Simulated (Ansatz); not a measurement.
`[Cl][Zr]([I])([I])[I]` at its PBE0-D4/def2-TZVP geometry, where that method's forces vanish. The species carries charge 0 and has multiplicity 1. Zr, I: def2 effective core potential.

| atom | x (Å) | y (Å) | z (Å) |
| --- | --- | --- | --- |
| Cl1 | 1.891 | -1.311 | -0.628 |
| Zr2 | 0.061 | -0.042 | -0.020 |
| I3 | -1.503 | -1.456 | 1.630 |
| I4 | 0.883 | 2.181 | 1.224 |
| I5 | -1.332 | 0.628 | -2.206 |

Question: For each bond, give half the difference of the two atoms' forces along it (eV/Å; positive pushes the atoms apart) under PBE-D4, r2SCAN-D4, B3LYP-D4, ωB97M-V in def2-TZVPP. (An estimate is asked.)

Answer: Ansatz gave: 
```tsv
bond	length (Å)	PBE-D4	r2SCAN-D4	B3LYP-D4	ωB97M-V
Cl1–Zr2	2.308	0.15	0.12	0.19	0.04
Zr2–I3	2.677	0.09	0.07	0.12	-0.01
Zr2–I4	2.677	0.08	0.07	0.12	-0.01
Zr2–I5	2.677	0.08	0.07	0.12	-0.01
```

B3LYP here is the variant with VWN-RPA as its local correlation; programs differ in this.
